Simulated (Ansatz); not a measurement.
Geometry optimisation, Ansatz 0.2.0, RKS B3LYP-D4/def2-SVP.

Input:

```yaml
crystal:
  periodic: [false, false, false]
  atoms:
    - { symbol: Si, position_ang: [-0.1617, 0.2733, -0.1356] }
    - { symbol: Cl, position_ang: [1.0503, -0.9949, -1.9053] }
    - { symbol: O, position_ang: [-0.5502, 1.155, -1.3752] }
    - { symbol: H, position_ang: [0.0946, 0.4454, -2.2093] }
    - { symbol: "N", position_ang: [0.968, 0.7848, 1.0248] }
    - { symbol: "N", position_ang: [-1.2765, -0.7782, 0.5962] }
    - { symbol: H, position_ang: [1.6837, 1.4443, 0.7726] }
    - { symbol: H, position_ang: [1.2487, 0.1986, 1.7913] }
    - { symbol: H, position_ang: [-2.0178, -1.1823, 0.0503] }
    - { symbol: H, position_ang: [-1.0391, -1.346, 1.3902] }
basis:
  gaussian: { orbitals: def2-SVP }
hamiltonian:
  xc: b3lyp
  dispersion: d4
relax:
  f_tol: 0.15
  max_steps: 25
  restrain:
    - { distance: [3, 1], at: 1.33, k: 30.0 }
    - { distance: [0, 1], at: 3.43, k: 30.0 }
    - { distance: [3, 2], at: 2.27, k: 30.0 }
```

Command:

```bash
$ ansatz run input.yaml --threads 2 --pin off --max-ram 3072MiB --backend cpu --events-out ev --progress --plain --runs-dir out
```

Q: Where does it end, and by what steps?

A: The forces met the threshold. The restraints hold the end off the free minimum. After 7 steps the energy has risen by 0.448 eV (the restraints' own energy left out); H4 moved furthest, 0.67 Å. Parted: Si1–Cl2. Joined: Cl2–H4.

```
step  energy less start (eV)  largest force component (eV/Å)  accepted
   0                  0.0000                           3.008       yes
   1                  0.6326                           1.511       yes
   2                  0.5835                           2.353       yes
   3                  0.5138                           1.617       yes
   4                  0.4994                           0.825       yes
   5                  0.4724                           0.852       yes
   6                  0.4584                           0.447       yes
   7                  0.4481                           0.354       yes
```

```xyz
10
Properties=species:S:1:pos:R:3
Si -0.345 0.498 0.081
Cl 1.155 -1.100 -2.556
O -0.698 1.345 -1.156
H 0.454 0.013 -2.571
N 0.969 0.778 1.107
N -1.265 -0.795 0.664
H 1.634 1.513 0.897
H 1.200 0.250 1.940
H -2.075 -1.111 0.145
H -1.030 -1.392 1.448
```

Run time: 27 s on 2 threads of Arm Neoverse V1 (shared host), peak memory 0.23 GiB.
